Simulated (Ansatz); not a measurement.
Cost and result for the atomization energy of Br$_{2}$F$_{2}$Si (`F[Si](F)(Br)Br`) (5 atoms, 4 bonds).

```xyz
5

F    -0.280    1.184   -1.101
Si    0.059    0.028   -0.089
F     1.388   -0.654   -0.581
Br   -1.547   -1.436   -0.114
Br    0.380    0.878    1.885
```

Charge 0, multiplicity 1. Correlated methods include outer-core shells of Br, which these sets cover unevenly. Scalar relativity is left out up to krypton. All single points use the PBE0-D4/def2-TZVP geometry. Program: Ansatz. All runs use 4 threads of an Arm Neoverse V1 on a shared host. Times are those of one run each, without the atoms' runs, and a repeat can differ threefold. Electronic energies, without spin–orbit coupling; frozen cores. CCSD(T)/CBS adds CCSD(T) − MP2 in def2-TZVPP to the MP2 limit, and its time is that of the two runs behind it. T1 = 0.009. With those shells the extrapolation isn't a true limit. B3LYP takes the VWN-RPA correlation (the form of Gaussian; ORCA's B3LYP/G).

CCSD(T)/CBS is a level of theory with its own doubt, some kJ/mol a heavy atom from the limit and from the frozen cores, so smaller differences don't rank the functionals.

| level | functions | wall time |
| --- | --- | --- |
| revPBE-D4/def2-TZVPP | 200 | 1.6 s |
| PBE-D4/def2-TZVPP (with forces) | 200 | 2 s |
| PBE0-D4/def2-TZVPP | 200 | 3.2 s |
| BHLYP-D4/def2-TZVPP | 200 | 3.5 s |
| RPA@PBE/def2-TZVPP | 200 | 4 s |
| r2SCAN-D4/def2-TZVPP (with forces) | 200 | 4.4 s |
| B3LYP-D4/def2-TZVPP (with forces) | 200 | 4.7 s |
| B2PLYP/def2-TZVPP | 200 | 5.5 s |
| CCSD(T)/def2-SVP | 110 | 8.5 s |
| ωB97M-V/def2-TZVPP (with forces) | 200 | 12 s |
| MP2/def2-QZVPP | 362 | 17 s |
| CCSD(T)/def2-TZVPP | 200 | 2.5 min |
| CCSD(T)/CBS(def2) | – | 2.8 min |

(1) What atomization energy does each give, and how far from CCSD(T)/CBS? (Best estimate.)

Answers

(1) The calculation gave: 
```csv
level,atomization (kJ/mol),difference from CCSD(T)/CBS,per bond
revPBE-D4/def2-TZVPP,1830.3,-64.2,-16.1
PBE-D4/def2-TZVPP (with forces),1896.0,1.5,0.4
PBE0-D4/def2-TZVPP,1848.3,-46.2,-11.5
BHLYP-D4/def2-TZVPP,1766.3,-128.2,-32.1
RPA@PBE/def2-TZVPP,1645.8,-248.7,-62.2
r2SCAN-D4/def2-TZVPP (with forces),1885.9,-8.6,-2.2
B3LYP-D4/def2-TZVPP (with forces),1826.6,-67.9,-17.0
B2PLYP/def2-TZVPP,1830.6,-63.9,-16.0
CCSD(T)/def2-SVP,1671.8,-222.7,-55.7
ωB97M-V/def2-TZVPP (with forces),1860.3,-34.2,-8.6
MP2/def2-QZVPP,1972.4,77.9,19.5
CCSD(T)/def2-TZVPP,1812.1,-82.4,-20.6
CCSD(T)/CBS(def2),1894.5,0.0,0.0
```

At CCSD(T), def2-SVP lies −222.7 kJ/mol from the extrapolated value and def2-TZVPP −82.4 kJ/mol: correlation converges slowly with the basis, and small sets miss more of it in the bonded molecule than in its fragments. From PBE to PBE0 (25 % exact exchange), in def2-TZVPP and without D4, the atomization energy moves by −44.9 kJ/mol: exact exchange takes away binding that semilocal exchange gives to molecules. Leaving LDA and LC-ωPBE aside and taking each functional with its dispersion term where it has one, the values spread over 129.7 kJ/mol, from BHLYP-D4 to PBE-D4. LDA lies +289.0 kJ/mol from PBE without D4, its usual overbinding.
